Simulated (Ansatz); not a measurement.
Relaxation of AlClH$_{4}$O$_{2}$Zn (9 atoms, charge 0, multiplicity 1), to a largest force component of 0.03 eV/Å in at most 50 steps.

Theory: Ansatz, RKS PBE-D4/def2-SVP.

```xyz
9
Properties=species:S:1:pos:R:3:forces:R:3
Zn 0.180 0.032 0.102 -0.60 -0.08 1.48
Cl 0.681 0.105 2.244 0.09 0.05 -1.09
O -0.944 -0.406 -1.294 0.04 -0.07 0.02
H -0.589 -1.052 -1.939 -0.04 0.05 -0.02
O -2.532 -0.392 1.207 1.25 0.07 0.01
Al -2.575 -1.223 -0.356 0.01 -0.01 0.01
H -1.997 -2.743 -0.408 -0.01 0.02 0.00
H -3.819 -0.760 -1.248 0.02 0.00 0.00
H -1.801 -0.504 1.868 -0.77 -0.03 -0.42
```

**Question.** Where does it end, and by what steps?

**Answer.** The forces met the threshold. After 12 steps the energy has fallen by 1.506 eV; Cl2 moved furthest, 1.19 Å. Joined: Zn1–O5 (2.96 → 1.96 Å).

| step | energy less start (eV) | largest force component (eV/Å) | accepted |
| --- | --- | --- | --- |
| 0 | 0.0000 | 1.482 | yes |
| 1 | -0.3642 | 1.674 | yes |
| 2 | -0.7645 | 1.482 | yes |
| 3 | -0.9986 | 1.586 | yes |
| 4 | -1.2004 | 0.569 | yes |
| 5 | -1.3154 | 0.301 | yes |
| 6 | -1.3947 | 0.177 | yes |
| 7 | -1.4502 | 0.171 | yes |
| 8 | -1.4800 | 0.257 | yes |
| 9 | -1.5013 | 0.232 | yes |
| 10 | -1.5034 | 0.248 | yes |
| 11 | -1.4734 | 1.272 | no |
| 12 | -1.5056 | 0.017 | yes |

```xyz
9
Properties=species:S:1:pos:R:3
Zn -0.250 -0.070 0.717
Cl 1.424 0.826 1.663
O -0.782 -0.847 -0.998
H -0.420 -0.649 -1.877
O -2.102 -0.591 1.090
Al -2.532 -1.351 -0.566
H -2.699 -2.938 -0.401
H -3.575 -0.471 -1.406
H -2.460 -0.854 1.953
```

Whether the end is a true minimum wasn't checked by a vibrational analysis.

Time of the run: 19 s on 4 threads of Arm Neoverse V2 (shared host), peak memory 0.18 GiB.
